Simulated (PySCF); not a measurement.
**ICl: a composite coupled-cluster calculation**

State: ¹Σ⁺, singlet, closed shell. De refers to I + Cl. RHF-based CCSD(T) in PySCF 2.14 with I cc-pVTZ-PP with ECP28, Cl cc-pV(T+d)Z and I cc-pVQZ-PP with ECP28, Cl cc-pV(Q+d)Z (frozen core orbitals: 14; scalar-relativistic core potentials). Correlation energies are extrapolated as n⁻³ (n = 3, 4), Hartree–Fock as (n+1)·exp(−9√n). CV is the change on freezing 5 orbitals instead, in I cc-pwCVTZ-PP with ECP28, Cl cc-pwCVTZ.

```
         Level  Re (Å)  ωe (cm⁻¹)  ωexe (cm⁻¹)  αe (cm⁻¹)  De (eV)
    CCSD(T)/TZ  2.3449      384.9         1.44   0.000505    2.140
    CCSD(T)/QZ  2.3333      390.6         1.39   0.000497    2.303
        HF/CBS  2.3107      422.4         1.08   0.000420    0.851
       MP2/CBS  2.3124      410.3         1.24   0.000461    2.578
      CCSD/CBS  2.3195      404.5         1.27   0.000468    2.220
   CCSD(T)/CBS  2.3271      394.8         1.38   0.000493    2.405
CCSD(T)/CBS+CV  2.3181      397.3         1.39   0.000496    2.427
```

Q: How much is left between CCSD(T)/QZ and the basis-set limit, and how much do the triples give at the limit?

A: CCSD(T)/CBS less CCSD(T)/QZ: -6.2 mÅ in Re, +4.2 cm⁻¹ in ωe and +0.102 eV in De. CCSD(T)/CBS less CCSD/CBS: +7.6 mÅ in Re, -9.7 cm⁻¹ in ωe and +0.185 eV in De.

Q: What do the later terms add?

A: CV: -9.0 mÅ in Re, +2.5 cm⁻¹ in ωe and +0.022 eV in De, each against the row above.

The T1 diagnostic is 0.009. The open-shell atoms are computed with UHF. Spin–orbit coupling, excitations beyond (T) and corrections to the Born–Oppenheimer picture are left out, and spin–orbit coupling matters for open p, d or f shells this heavy.

The whole job (state search and all basis sets along the bond) took about 21 min on 4 threads of Arm Neoverse V1 (shared host), peak memory 7 GiB.
